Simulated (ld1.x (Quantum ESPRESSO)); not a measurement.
## Which change was made? (P, PAW)

- Element: phosphorus
- Generator: ld1.x (Quantum ESPRESSO) 7.5
- Type: PAW
- Functional: PBE
- Relativity: non-relativistic
- Frozen core: [Ne]
- Valence charge: 5
- Reference configuration: 3s2 3p3
- Partial waves: 3s (bound): rcut 1.25, rcutus 1.40 bohr; 3s channel at 2 Ry: rcut 1.25, rcutus 1.40 bohr; 3p (bound): rcut 1.45, rcutus 1.70 bohr; 3p channel at 1.7 Ry: rcut 1.45, rcutus 1.70 bohr
- Local potential: all-electron potential smoothed inside 1.25 bohr (lloc = -1)
- Core correction: Bessel-smoothed model core inside 1.25 bohr
- Augmentation charge: PSQ, inside the norm-conserving radii

Cutoffs, loose and tight: the cutoffs (Ry, on a coarse ladder) from which the occupation-weighted sum of valence levels, in a spherical-Bessel basis at the reference potential, stays within 10 and 1 mRy of its value at 400 Ry. They do not see the model core or the augmentation charge, which bear on the density cutoff. Test errors are all-electron minus pseudo excitation energies from the reference, over the configurations 3s2 3p2; 3s2 3p1; 3s2 3p0; 3s0 3p5; 3s1 3p4; 3s1 3p3; 3s2 3p3.3; variants that change the core or the reference have their own tests.

The base gives: outcome: generated; cutoff, loose: 18 Ry; cutoff, tight: 25 Ry; bound ghosts: none; largest test error (meV): -35.

(1) After one change the result is: outcome: generated; cutoff, loose: 12 Ry; cutoff, tight: 25 Ry; bound ghosts: none; largest test error (meV): -35. Which change was it?
A. waves 3s (bound): rcut 1.25, rcutus 1.68 bohr; 3s channel at 2 Ry: rcut 1.25, rcutus 1.68 bohr
B. reference 3s1.75 3p3.25
C. all radii but the core radius scaled by about 0.86 (s 1.22, p 1.46 bohr, rcut 1.08/1.26); local potential all-electron potential smoothed inside 1.08 bohr (lloc = -1)

Results:

(1) A. The others give: all radii but the core radius scaled by about 0.86 (s 1.22, p 1.46 bohr, rcut 1.08/1.26); local potential all-electron potential smoothed inside 1.08 bohr (lloc = -1) → outcome: failed: new_paw_hamiltonian: negative rho | reference 3s1.75 3p3.25 → outcome: generated; cutoff, loose: 18 Ry; cutoff, tight: 25 Ry; bound ghosts: none; largest test error (meV): -122.
